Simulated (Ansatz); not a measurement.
```yaml
crystal:
  periodic: [false, false, false]
  atoms:
    - {symbol: C, position_ang: [-1.506455, -1.587002, -1.889117]}
    - {symbol: C, position_ang: [-2.021646, -0.633768, -0.816960]}
    - {symbol: C, position_ang: [-2.565715, -1.423090, 0.368564]}
    - {symbol: C, position_ang: [-3.117958, 0.253210, -1.396601]}
    - {symbol: O, position_ang: [-0.919251, 0.121334, -0.361824]}
    - {symbol: Sn, position_ang: [-0.656227, 2.087437, -0.188540]}
    - {symbol: O, position_ang: [1.166537, 2.007570, 0.533152]}
    - {symbol: C, position_ang: [2.094211, 0.984063, 0.860597]}
    - {symbol: C, position_ang: [3.339739, 1.688383, 1.380886]}
    - {symbol: C, position_ang: [2.428659, 0.173282, -0.385747]}
    - {symbol: C, position_ang: [1.508241, 0.082566, 1.940627]}
    - {symbol: H, position_ang: [-0.707568, -2.208975, -1.480746]}
    - {symbol: H, position_ang: [-1.102239, -1.022837, -2.732949]}
    - {symbol: H, position_ang: [-2.302678, -2.239109, -2.257244]}
    - {symbol: H, position_ang: [-3.392074, -2.072642, 0.068674]}
    - {symbol: H, position_ang: [-2.925634, -0.741817, 1.143657]}
    - {symbol: H, position_ang: [-1.775220, -2.041409, 0.798215]}
    - {symbol: H, position_ang: [-3.955165, -0.346894, -1.760477]}
    - {symbol: H, position_ang: [-3.508081, 0.941520, -0.640165]}
    - {symbol: H, position_ang: [-2.738223, 0.841247, -2.237986]}
    - {symbol: H, position_ang: [4.112013, 0.966253, 1.658226]}
    - {symbol: H, position_ang: [3.743496, 2.353219, 0.614344]}
    - {symbol: H, position_ang: [3.092832, 2.288954, 2.258935]}
    - {symbol: H, position_ang: [1.534612, -0.328226, -0.760697]}
    - {symbol: H, position_ang: [3.186168, -0.583607, -0.166182]}
    - {symbol: H, position_ang: [2.820024, 0.832111, -1.165054]}
    - {symbol: H, position_ang: [0.613165, -0.418901, 1.568188]}
    - {symbol: H, position_ang: [2.231282, -0.677609, 2.247652]}
    - {symbol: H, position_ang: [1.243456, 0.676636, 2.818970]}
basis:
  gaussian: {orbitals: STO-3G, nuclear_model: gaussian}
hamiltonian: {xc: {name: SPW92}}
```

```sh
$ ansatz run in.yaml --threads 11 --pin off --events-out ev --progress --plain --max-ram 174080MiB --backend cpu
```

Output, abridged:

```
Functional definition: SPW92
1359 factors; integrals over basis functions are off by at most 3.8e-5 eV
mean field evaluation 1: about -174579.4371 eV, gradient 2.6e1 eV
mean field evaluation 2: about -174562.4229 eV, gradient 7.7e1 eV
mean field evaluation 4: about -174581.3651 eV, gradient 1.2e1 eV
mean field evaluation 8: about -174581.5064 eV, gradient 7.3e-1 eV
mean field evaluation 16: about -174581.5085 eV, gradient 5.2e-5 eV
mean field -174581.50851461 eV, -6415.7521023153 hartree, gradient 6.3e-5 eV, S^2 0.000000; 0 other end points of the search recorded, 0 dependent functions left out
reference -174581.50855254 eV, -6415.7521037092 hartree; 66, 66 occupied and 29, 29 virtual orbitals, 1359 factors
Total energy: -174581.50855254 eV, -6415.7521037092 hartree
```

It took 1.1 s on 11 threads of an AMD EPYC 7R13 on a shared host, with 1.6 GiB of host memory at the peak.
